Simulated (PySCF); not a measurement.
# Reading the logs of faulty runs: AlBCH4

All numbers below are calculated, not measured. They come from PySCF 2.14.0, an open-source quantum chemistry program, on an isolated molecule that a program drew, which may never have been made. The molecule is AlBCH4 (charge 0, singlet), drawn as the SMILES string `C=[B][AlH2]`.

Each row is a Hartree-Fock (HF) and frozen-core CCSD(T) single point in the cc-pV(D+d)Z basis, meant for a local HF minimum. Run 1 is clean. Each other run has one planted mistake out of seven kinds, and not every kind appears here: one electron removed, one electron added, multiplicity raised by two, geometry at a saddle point, minimal basis STO-3G, one bond length entered in bohr, all coordinates scaled. The reference is restricted for singlets and unrestricted otherwise, and also for a bond in bohr. Adding or removing an electron swaps singlet and doublet. Electrons count all cores. HOMO and LUMO are orbital energies over both spins, the gradient is its largest component, and the lowest frequency (negative if imaginary) is given only where the gradient is small. Bond lengths are over the 6 bonds as drawn. T1 is the CCSD diagnostic: over 0.02 (restricted) or 0.045 (unrestricted) a single reference is doubtful.

Geometry of the clean run:
```xyz
7
AlBCH4, angstrom
C    -0.7534    0.8885    0.5128
B    -1.1701   -0.0496   -0.4304
Al   -1.7993   -1.4659   -1.8549
H     0.2960    1.0603    0.7357
H    -1.4563    1.4972    1.0749
H    -3.3418   -1.6641   -2.1289
H    -0.7231   -2.3171   -2.6365
```

| run | electrons | basis functions | <S^2> | HOMO (eV) | LUMO (eV) | gradient (hartree/bohr) | lowest frequency (cm^-1) | mean bond (Å) | longest bond (Å) | T1 | HF (hartree) | CCSD(T) (hartree) | mistake |
|---|---|---|---|---|---|---|---|---|---|---|---|---|---|
| 1 | 28 | 71 | 0.000 | -8.79 | 0.75 | 9.4e-06 | 190 | 1.4717 | 2.105 | 0.0144 | -306.72620 | -307.05151 | no fault |
| 2 | 27 | 71 | 0.756 | -16.22 | -6.47 | 4.6e-02 | - | 1.4717 | 2.105 | 0.0134 | -306.45361 | -306.72960 | one electron removed |
| 3 | 28 | 71 | 1.089 | -8.13 | 0.47 | 8.7e-03 | - | 1.7838 | 3.978 | 0.0503 | -306.61809 | -306.91748 | one bond length entered in bohr |
| 4 | 28 | 71 | 2.017 | -6.76 | 0.12 | 7.3e-02 | - | 1.4717 | 2.105 | 0.0122 | -306.66269 | -306.95278 | multiplicity raised by two |
| 5 | 28 | 23 | 0.000 | -6.22 | 7.58 | 4.4e-02 | - | 1.4717 | 2.105 | 0.0121 | -303.00238 | -303.17828 | minimal basis STO-3G |
| 6 | 29 | 71 | 0.798 | -0.18 | 6.74 | 1.5e-02 | - | 1.4717 | 2.105 | 0.0195 | -306.71557 | -307.05294 | ? |

**Which mistake was planted in run 6, and what did it cost?**

It counts 29 electrons, one more than the clean run, at the same geometry and basis. So the mistake is: one electron added. Subtracting run 1 and multiplying by 627.51 kcal/mol a hartree, the energy moved by 6.7 kcal/mol in HF and -0.9 kcal/mol in CCSD(T).

Cautions from the logs. Run 3: T1 is over the limit, so its CCSD(T) energy is less reliable.
